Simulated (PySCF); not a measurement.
Diatomics of B with group 11

PBE0 with triple-zeta basis sets in PySCF, for the lowest determinant that a PBE0 search found; no spin–orbit coupling. De refers to high-spin ground-configuration atoms. A positive dipole means M(−)B(+).

```
 M         basis  state (unpaired electrons)  Re (Å)  ωe (cm⁻¹)  De (eV)  μ (D)
Cu    def2-TZVPP      singlet (closed shell)   1.957        500     2.07  -1.82
Ag  x2c-TZVPPall      singlet (closed shell)   2.089        446     1.80  -1.61
Au  x2c-TZVPPall      singlet (closed shell)   1.912        657     3.55  -0.99
```

The shortest bond is that of BAu (1.912 Å), the longest that of AgB (2.089 Å). BAu is bound most strongly (3.55 eV) and AgB least (1.80 eV).

The rows differ in basis set, which adds steps of its own.

Down a group the atoms grow and get heavier, so bonds lengthen and wavenumbers fall; the exceptions here are the shorter bond at Au and the higher wavenumber at Au. Relativity and the filled 4f shell contract the atoms of the sixth period.

Spin–orbit coupling is left out, which matters for elements this heavy, above all for dissociation energies.
